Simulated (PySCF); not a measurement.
Computed IR spectrum (relative IR intensity) of a molecule CH8FNOSi2. Geometry optimised at PBE-D3(BJ)/def2-SVP. Other conformers were not sampled. These are PBE-D3(BJ)/def2-SVP (PySCF) values and carry that method's errors. Frequencies are harmonic and unscaled.

Lines under 2 % of the strongest are left out, and lines within 2 cm⁻¹ are merged.

ν (cm⁻¹): 37 (vw), 94 (vw), 184 (vw), 249 (w), 286 (w), 345 (w), 497 (s), 556 (s), 608 (s), 658 (w), 706 (w), 734 (m), 763 (s), 787 (m), 805 (m), 838 (s), 873 (s), 886 (vs), 903 (vs), 985 (vs), 1214 (w), 1382 (vw), 1501 (m), 2114 (vs), 2159 (s), 3462 (w), 3555 (m), 3604 (vs) (against the strongest line: vs over 80 %, s over 45 %, m over 15 %, w over 4 %, vw less)

**Question.** Which molecule gave these data?
A. C[Si@@H](O)[Si@H](N)F
B. N[Si@H](F)CO[SiH3]
C. N[Si@H](CF)O[SiH3]
D. CO[SiH2][Si@@H](N)F

**Answer.** A, C[Si@@H](O)[Si@H](N)F
